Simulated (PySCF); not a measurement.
(1Z,3Z)-1,4-difluorobuta-1,3-diene (C4H4F2), SMILES F/C=C\C=C/F.

Geometry optimised at PBE0-D3(BJ)/def2-SVP. Other conformers were not sampled.

Calculation: PySCF with SMD-ωB97X/def2-SVP.

Solvation free energies are E(SMD) − E(gas) at the gas-phase geometry, for 1 M in both phases. In vacuum the dipole moment is 0.00 D.

**Question.** Rank water, diethylether, toluene by solvation free energy, most negative first.

**Answer.** diethylether (-2.8 kcal/mol), toluene (-2.1 kcal/mol), water (0.7 kcal/mol)
